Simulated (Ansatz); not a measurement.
A run on `[C]#C[SiH](O)Cl` radical with other settings.

```yaml
crystal:
  periodic: [false, false, false]
  atoms:
    - {symbol: C, position_ang: [0.401159, -1.970475, 1.379814]}
    - {symbol: C, position_ang: [0.263136, -0.996434, 0.854452]}
    - {symbol: Si, position_ang: [0.011668, 0.464406, 0.069703]}
    - {symbol: O, position_ang: [-0.986041, 0.319167, -1.034442]}
    - {symbol: Cl, position_ang: [1.688613, 1.018667, -0.579003]}
    - {symbol: H, position_ang: [-0.470167, 1.399073, 0.918960]}
    - {symbol: H, position_ang: [-0.852156, -0.296963, -1.651621]}
basis:
  gaussian: {orbitals: def2-TZVPD}
magnetization: {spin_polarized: true, initial_magnetization: 1}
hamiltonian: {xc: {name: revPBE0}, dispersion: d3bj}
```

```sh
$ ansatz run in.yaml --threads 4 --pin off --events-out ev --progress --plain --max-ram 10444MiB
```

Shortened log:

```
Functional definition: revPBE0
1238 factors; their error is unknown
mean field evaluation 1: about -24526.5630 eV, gradient 5.9e1 eV
mean field evaluation 2: about -24330.8454 eV, gradient 1.5e2 eV
mean field evaluation 4: about -24538.5087 eV, gradient 3.6e1 eV
mean field evaluation 8: about -24546.3786 eV, gradient 1.2e0 eV
mean field evaluation 16: about -24546.4417 eV, gradient 3.5e-3 eV
mean field -24546.44167852 eV, -902.0650935100 hartree, gradient 2.3e-5 eV, S^2 0.772933; 4 other end points of the search recorded, 0 dependent functions left out
reference -24546.44173171 eV, -902.0650954645 hartree; 27, 26 occupied and 194, 195 virtual orbitals, 1238 factors
Total energy: -24546.87287113 eV, -902.0809395460 hartree
```

Hardware: 4 threads of an Arm Neoverse V1 on a shared host. Wall time 12 s, peak host memory 0.74 GiB.
